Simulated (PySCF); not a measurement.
**Correlation energy of S⁺ (sulfur, charge +1)**

[Ne] 3s2 3p3, high-spin 4S determinant. Computed with PySCF 2.14 in x2c-TZVPPall with one added diffuse shell each of s, p, d type (6s6p4d1f, 51 functions), with the spin-free X2C one-electron Hamiltonian (Gaussian nucleus). Frozen: [Ne]; 5 electrons correlated.

```json
{"level": "CCSD", "correlation energy (mhartree)": "-109.46"}
{"level": "(T)", "correlation energy (mhartree)": "-3.57"}
{"level": "CCSD(T)", "correlation energy (mhartree)": "-113.03"}
```

Diagnostics: T1 = 0.0035, D1 = 0.0085, largest double amplitude 0.045.

Cost of the coupled-cluster step: of the order of 1 core-seconds, for 5 correlated electrons.

Iterations:

```
CC2 = 0
CCSD nocc = (np.int64(4), np.int64(1)), nmo = (46, 46)
frozen orbitals [[0, 1, 2, 3, 4], [0, 1, 2, 3, 4]]
max_cycle = 100
direct = 0
conv_tol = 1e-08
conv_tol_normt = 1e-06
diis_space = 8
diis_start_cycle = 0
Init t2, MP2 energy = -0.0900157139692153
Init E_corr(UCCSD) = -0.0900157139796406
cycle = 1  E_corr(UCCSD) = -0.105123321195702  dE = -0.0151076072  norm(t1,t2) = 0.0405336
cycle = 2  E_corr(UCCSD) = -0.108232837969969  dE = -0.00310951677  norm(t1,t2) = 0.0116389
cycle = 3  E_corr(UCCSD) = -0.109486116486984  dE = -0.00125327852  norm(t1,t2) = 0.00422108
cycle = 4  E_corr(UCCSD) = -0.109464915100553  dE = 2.12013864e-05  norm(t1,t2) = 0.000588709
cycle = 5  E_corr(UCCSD) = -0.109464156868616  dE = 7.58231937e-07  norm(t1,t2) = 5.55476e-05
cycle = 6  E_corr(UCCSD) = -0.109463771706365  dE = 3.85162251e-07  norm(t1,t2) = 9.90158e-06
cycle = 7  E_corr(UCCSD) = -0.109463985989528  dE = -2.14283163e-07  norm(t1,t2) = 2.10099e-06
cycle = 8  E_corr(UCCSD) = -0.109463922193993  dE = 6.37955344e-08  norm(t1,t2) = 3.94829e-07
cycle = 9  E_corr(UCCSD) = -0.109463928318396  dE = -6.12440308e-09  norm(t1,t2) = 8.07158e-08
UCCSD converged
E(UCCSD) = -398.3554925300901  E_corr = -0.1094639283183964
UCCSD(T) correction = -0.00357082014154585
```
